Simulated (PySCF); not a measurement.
**C5H7O3S: g tensor and hyperfine couplings**

C5H7O3S (doublet state).
Z-matrix (Å and degrees, GFN2-xTB geometry), rows numbered from 1:
```
O 
S   1  1.4367
O   2  1.4277  1  119.97
O   2  1.6132  1  106.47  3  -122.10
C   2  1.7681  1  109.33  3   128.38
C   5  1.5089  2  122.31  1  -117.77
C   6  1.5453  5   84.63  2    74.63
C   5  1.5094  2  121.26  1   -22.95
C   8  1.5441  5   86.73  2  -162.71
H   4  0.9584  2  109.42  1   -14.63
H   6  1.0807  5  127.72  2   -60.06
H   7  1.0911  6  115.47  5   155.41
H   7  1.0861  6  116.91  5   -69.37
H   8  1.0811  5  127.73  2    58.78
H   9  1.0874  6  116.51  5  -154.23
H   9  1.0863  6  116.48  5    71.04
```

The hyperfine couplings belong to this conformer and change with its torsions.

The species is `O=S(=O)(O)[C]1[C@H]2C[C@@H]1C2` [radical].

Computed, not measured: PySCF, UKS B3LYP, pcH-1 on C H O S, non-relativistic, mean-field spin-orbit, GIAO. Isolated species at its GFN2-xTB geometry (one conformer only). A GFN2-xTB geometry isn't a minimum of the functional, and hyperfine couplings can be far from their values at a DFT geometry. The SCF solution wasn't tested for stability.

```json
{"g1, g2, g3": "2.00072, 2.00258, 2.00301", "g_iso": "2.00210", "Form of g": "rhombic: the two nearest values differ by 19 % of g3 − g1", "⟨S²⟩": "0.7534 (exact 0.7500)", "HOMO–LUMO gap, α and β orbitals": "7.32, 5.53 eV", "Basis functions": "305"}
```

Isotropic coupling and dipolar principal values T1 to T3, in 10⁻⁴ cm⁻¹ (1 × 10⁻⁴ cm⁻¹ = 2.998 MHz):

| atom | isotope | a_iso | of which spin–orbit | T1 | T2 | T3 | Mulliken spin population |
| --- | --- | --- | --- | --- | --- | --- | --- |
| O1 | 17O | -0.9 | 0.0 | -4.2 | 2.0 | 2.2 | 0.03 |
| S2 | 33S | 7.7 | 0.0 | -1.3 | -0.9 | 2.1 | 0.00 |
| O3 | 17O | -1.0 | 0.0 | -5.1 | 2.4 | 2.7 | 0.04 |
| O4 | 17O | -0.3 | 0.0 | -2.5 | 1.0 | 1.5 | 0.01 |
| C5 | 13C | 96.3 | -0.1 | -23.4 | -22.4 | 45.8 | 0.86 |
| C6 | 13C | -2.9 | 0.0 | -1.8 | -0.6 | 2.4 | -0.02 |
| C7 | 13C | 35.4 | 0.0 | -2.3 | -2.0 | 4.3 | 0.05 |
| C8 | 13C | -3.0 | 0.0 | -1.8 | -0.6 | 2.4 | -0.02 |
| C9 | 13C | 12.5 | 0.0 | -0.9 | -0.8 | 1.7 | 0.01 |
| H10 | 1H | -0.4 | 0.0 | -1.0 | -0.6 | 1.6 | 0.00 |
| H11 | 1H | 0.1 | 0.0 | -1.5 | -1.1 | 2.6 | 0.00 |
| H12 | 1H | 29.3 | 0.0 | -1.3 | -0.7 | 2.0 | 0.05 |
| H13 | 1H | -0.8 | 0.0 | -2.1 | -0.8 | 2.8 | 0.00 |
| H14 | 1H | 0.2 | 0.0 | -1.5 | -1.1 | 2.6 | 0.00 |
| H15 | 1H | 0.1 | 0.0 | -1.0 | -0.6 | 1.5 | 0.00 |
| H16 | 1H | -0.3 | 0.0 | -1.8 | -1.2 | 3.1 | 0.01 |

The largest Mulliken spin population is on C5 (+0.86). The angles at C5 add up to 321.1°, so it is pyramidal.

Under fast tumbling the dipolar parts average out, and these isotropic splittings remain: 2 × 1H (H12/H15, I = 1/2, 3 lines) with 1.57 mT, 2 × 1H (H13/H16, I = 1/2, 3 lines) with 0.06 mT and 1 × 1H (H10, I = 1/2, 2 lines) with 0.04 mT.

Class means assume fast exchange of nuclei equivalent by connectivity; if that motion is slow, each nucleus keeps its own coupling. The 1H value of +44.1 MHz is a mean of couplings from 0.4 to 87.7 MHz in this one geometry, not an average over conformers.

The 13C coupling of C5 (288.8 MHz) shows only in satellite lines or after enrichment, since that isotope makes up about 1.07 % of natural carbon.

The 33S coupling of S2 (23.2 MHz) shows only in satellite lines or after enrichment, since that isotope makes up about 0.76 % of natural sulfur.

The spin density at the nucleus, in bohr⁻³, is negative for C6/C8 (-0.0078), for instance. A restricted open-shell determinant has no negative spin density anywhere; here it arises because α and β orbitals differ (spin polarisation).
